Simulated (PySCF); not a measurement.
Basis and Hamiltonian dependence of the ionisation energy of B²⁺

B²⁺ [He] 2s1 (2S) → B³⁺ 1s2 (1S). Calculated with PySCF 2.14 from differences of total energies of unrestricted determinants, without spin-orbit coupling. Values in eV.

```
                                                               basis       Hamiltonian  functions     UHF  r2SCAN    PBE0  CCSD(T) (valence and next inner shell)
                                                    Sapporo-DZP-2012     spin-free X2C         18  37.798     n/a  38.192                                     n/a
                                                       aug-cc-pwCVDZ  non-relativistic         27  37.794  37.834  38.200                                  37.840
                                                             pcseg-2  non-relativistic         30  37.779     n/a     n/a                                     n/a
                                                        ANO-RCC-VTZP     spin-free X2C         30  37.822  37.857  38.229                                  37.869
                                                             cc-pVTZ  non-relativistic         30  37.815     n/a     n/a                                     n/a
      x2c-TZVPPall with one added diffuse shell each of s, p, d type     spin-free X2C         40  37.821  37.852  38.223                                  37.842
                                                          dyall-av2z  non-relativistic         42  37.803  37.845  38.207                                     n/a
                                                      aug-cc-pVTZ-DK     spin-free X2C         46  37.826  37.860  38.234                                     n/a
                                                        x2c-QZVPPall     spin-free X2C         57  37.829  37.872  38.241                                  37.868
                                                          dyall-av3z     spin-free X2C         71  37.829  37.865  38.241                                     n/a
aug-cc-pCVTZ-DK with one added diffuse shell each of s, p, d, f type     spin-free X2C         75  37.827  37.864  38.234                                  37.909
                                                         dyall-acv3z  non-relativistic         76  37.819  37.854  38.230                                  37.910
                                                      aug-cc-pVQZ-DK     spin-free X2C         80  37.829  37.860  38.237                                     n/a
                                                     aug-cc-pCVQZ-DK     spin-free X2C        109  37.829  37.864  38.241                                     n/a
```

Frozen in the all-electron rows: valence: 1s2; valence and next inner shell: nothing.

Reference for a calculation without spin-orbit coupling: 37.931 eV (measured, between term centres; NIST).
